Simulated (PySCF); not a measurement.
UHF on Cl²⁺ (chlorine, charge +2)

Configuration: [Ne] 3s2 3p3, high-spin 4S determinant. Calculation: PySCF 2.14, in aug-cc-pwCVTZ; the non-relativistic Hamiltonian (point nucleus).

| Quantity | Value |
| --- | --- |
| Total energy | -458.223561 hartree |
| One-electron energy | -618.6796 hartree |
| Hartree (Coulomb) energy | 187.3814 hartree |
| Exchange energy | -26.9253 hartree |
| Kinetic energy | 458.22658 hartree |
| ⟨S²⟩ | 3.7509 |
| ⟨L²⟩ | 0.000 |
| Sum of ⟨r⟩ | 11.21 bohr |
| Sum of ⟨r²⟩ | 15.47 bohr² |
| Density at the nucleus (Gaussians lack the cusp) | 3180 bohr⁻³ |
| Spin density at the nucleus | 0.0754 bohr⁻³ |
| Langevin diamagnetic susceptibility | -12.3 ×10⁻⁶ cm³/mol |

```
shell  electrons  mean orbital energy (eV)  rms radius, mean of both spins (bohr)
 1s α          1                   -2882.8                                  0.106
 1s β          1                   -2881.6                                  0.106
 2s α          1                   -316.75                                  0.480
 2s β          1                   -315.64                                  0.480
 2p α          3                   -248.15                                  0.451
 2p β          3                   -246.06                                  0.451
 3s α          1                   -57.514                                   1.56
 3s β          1                   -46.568                                   1.56
 3p α          3                   -39.697                                   1.72
```

Spin-orbit constants ζ (cm⁻¹) from the X2C one-electron operator on these orbitals (non-relativistic here): bare nucleus, nucleus screened by l(l+1)(2l+1)/3 electrons, and screened by the Breit-Pauli mean field of the electrons.

| shell | bare | screened nucleus | mean field |
| --- | --- | --- | --- |
| 2p | 9887 | 8724 | 8191 |
| 3p | 870.5 | 768.1 | 712.7 |
